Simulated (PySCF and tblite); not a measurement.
5 regioisomers of C₆H₉NSSe:

```csv
isomer,SMILES
A,[CH3:1][CH:2]([CH3:3])[c:4]1[cH:5][s:6][n:7][c:8]1[SeH:9]
B,[CH3:1][CH:2]([CH3:3])[c:4]1[cH:5][c:6]([SeH:7])[n:8][s:9]1
C,[CH3:1][CH:2]([CH3:3])[c:4]1[cH:5][n:6][s:7][c:8]1[SeH:9]
D,[CH3:1][CH:2]([CH3:3])[c:4]1[s:5][n:6][cH:7][c:8]1[SeH:9]
E,[CH3:1][CH:2]([CH3:3])[c:4]1[cH:5][c:6]([SeH:7])[s:8][n:9]1
```

Protocol: conformer search, at most 3 conformers an isomer, GFN2-xTB geometries, energies PBE0/pcSseg-1 (D3(BJ) added where defined), GIAO shieldings PBE0/pcSseg-1, weights at 298.15 K with GFN2-xTB thermal terms. Programs: PySCF with density fitting and tblite.

**Question.** What shifts does each isomer give (ppm)?

**Answer.** 
A: ¹H (against TMS): 8.05 (H5, 1H), 2.87 (H2, 1H), 1.38 (H1/H3, 6H). ¹³C (against TMS): 166.6 (C8), 150.7 (C5), 147.7 (C4), 32.9 (C2), 24.7 (C1/C3). ¹⁵N (against NH3): 325.9 (N7). ⁷⁷Se (against Me2Se): 63.5 (Se9).

B: ¹H (against TMS): 6.82 (H5, 1H), 2.96 (H2, 1H), 1.35 (H1/H3, 6H). ¹³C (against TMS): 189.9 (C4), 166.4 (C6), 124.2 (C5), 32.5 (C2), 28.2 (C1/C3). ¹⁵N (against NH3): 313.7 (N8). ⁷⁷Se (against Me2Se): 119.4 (Se7).

C: ¹H (against TMS): 8.27 (H5, 1H), 2.85 (H2, 1H), 1.35 (H1/H3, 6H). ¹³C (against TMS): 160.5 (C8), 158.5 (C5), 146.5 (C4), 32.4 (C2), 25.4 (C1/C3). ¹⁵N (against NH3): 348.0 (N6). ⁷⁷Se (against Me2Se): 24.5 (Se9).

D: ¹H (against TMS): 8.08 (H7, 1H), 2.95 (H2, 1H), 1.36 (H1/H3, 6H). ¹³C (against TMS): 178.0 (C4), 159.7 (C7), 125.4 (C8), 33.6 (C2), 27.2 (C1/C3). ¹⁵N (against NH3): 338.0 (N6). ⁷⁷Se (against Me2Se): -17.9 (Se9).

E: ¹H (against TMS): 6.98 (H5, 1H), 3.04 (H2, 1H), 1.36 (H1/H3, 6H). ¹³C (against TMS): 181.1 (C4), 167.5 (C6), 125.4 (C5), 37.5 (C2), 25.7 (C1/C3). ¹⁵N (against NH3): 330.6 (N9). ⁷⁷Se (against Me2Se): 67.6 (Se7). H not on carbon is left out.

Spin–orbit effects of the heavy atoms on shieldings are missing. Unscaled ¹⁵N shifts at such levels can be off by tens of ppm; differences between conformers or isomers are more reliable. Shifts are unscaled: against experiment ¹³C can be off by 15 ppm or more and ¹H by 0.8 ppm. The minima are those of GFN2-xTB; planar forms about aryl–S or allylic bonds may be saddles in DFT. At least one structure keeps an imaginary mode at the tight-binding level.


¹⁵N shifts are against a computed isolated NH3 molecule, about 20 ppm from the liquid.